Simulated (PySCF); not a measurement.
Species: C4H3IO.
InChI=1S/C4H3IO/c5-4-2-1-3-6-4/h1-3H

Method used: PySCF 2.14.0, PBE0-D3(BJ)/def2-SVP geometry optimisation, gas phase, def2 core potentials past Kr.

Take the most abundant isotopes and a rigid rotor. 

What are A, B and C (MHz)?

Ia = 54.30, Ib = 501.78, Ic = 556.08 u·Å²; 505379 MHz·u·Å²/I gives A = 9307, B = 1007, C = 908.8 MHz.

Classify the top.

A near-prolate asymmetric top. Ray's parameter κ = (2B − A − C)/(A − C) = -0.977; −1 is the prolate and +1 the oblate limit.

Is it planar, by Δ = Ic − Ia − Ib?

Planar: Δ = Ic − Ia − Ib = 0.00 u·Å². For a rigid frame Δ = −2 Σ m c², so it vanishes when all atoms lie in the ab plane; here none is more than 0.01 Å from it.

Give the coordinates in the principal-axis frame, origin at the centre of mass.

The sense of each axis is arbitrary; atoms in the order of the calculation.
```json
{"atom": "I1", "mass (u)": "126.904", "a (Å)": "1.112", "b (Å)": "0.001", "c (Å)": "0.000"}
{"atom": "C2", "mass (u)": "12.000", "a (Å)": "-0.949", "b (Å)": "0.117", "c (Å)": "0.002"}
{"atom": "C3", "mass (u)": "12.000", "a (Å)": "-1.794", "b (Å)": "1.189", "c (Å)": "0.001"}
{"atom": "C4", "mass (u)": "12.000", "a (Å)": "-3.111", "b (Å)": "0.630", "c (Å)": "-0.001"}
{"atom": "C5", "mass (u)": "12.000", "a (Å)": "-2.949", "b (Å)": "-0.722", "c (Å)": "-0.002"}
{"atom": "O6", "mass (u)": "15.995", "a (Å)": "-1.635", "b (Å)": "-1.039", "c (Å)": "0.002"}
{"atom": "H7", "mass (u)": "1.008", "a (Å)": "-1.511", "b (Å)": "2.238", "c (Å)": "0.002"}
{"atom": "H8", "mass (u)": "1.008", "a (Å)": "-4.055", "b (Å)": "1.171", "c (Å)": "-0.004"}
{"atom": "H9", "mass (u)": "1.008", "a (Å)": "-3.641", "b (Å)": "-1.561", "c (Å)": "-0.005"}
```

Which types of transition are allowed, and where do some lines up to J = 2 fall?

The dipole components are |μa| = 1.08 D, |μb| = 0.57 D, |μc| = 0.00 D; the mirror of this Cs structure is the ab plane, so μc vanishes by symmetry (the 0.01 D computed is a residue) and there are no c-type lines. The squared components, which scale the intensities, stand as 1.00 : 0.28 (a : b). Some lines, for components of 0.1 D or more:

```
type  branch         J(Ka,Kc)    MHz  lower level (cm⁻¹)
   a       R  1(0,1) ← 0(0,0)   1916               0.000
   a       R  2(1,2) ← 1(1,1)   3734               0.341
   a       R  2(1,1) ← 1(1,0)   3930               0.344
   b       Q  1(1,0) ← 1(0,1)   8399               0.064
   b       Q  2(1,1) ← 2(0,2)   8498               0.192
   b       R  1(1,1) ← 0(0,0)  10216               0.000
   b       R  2(1,2) ← 1(0,1)  12034               0.064
   b       Q  2(2,0) ← 2(1,1)  24902               0.475
   b       Q  2(2,1) ← 2(1,2)  25196               0.465
   b       R  2(2,1) ← 1(1,0)  28831               0.344
   b       R  2(2,0) ← 1(1,1)  28930               0.341
```

Estimate the classical rotational partition function at 10 K, 298.15 K and 500 K.

Point group Cs, symmetry number σ = 1; q = (√π/σ)·√((kT/h)³/(ABC)), k/h = 20836.6 MHz/K: 1830 at 10 K, 297000 at 298.15 K, 646000 at 500 K.

PBE0-D3(BJ)/def2-SVP frequencies: not computed here. Zero-point vibration and centrifugal distortion are left out. Quadrupole hyperfine structure (127I) is left out.

Hardware: AMD EPYC 9R45, one thread, shared host with 96 logical CPUs at a one-minute load of 16. Cost: 27 s wall, 0.46 GiB resident at most. These figures are those of the optimisation.
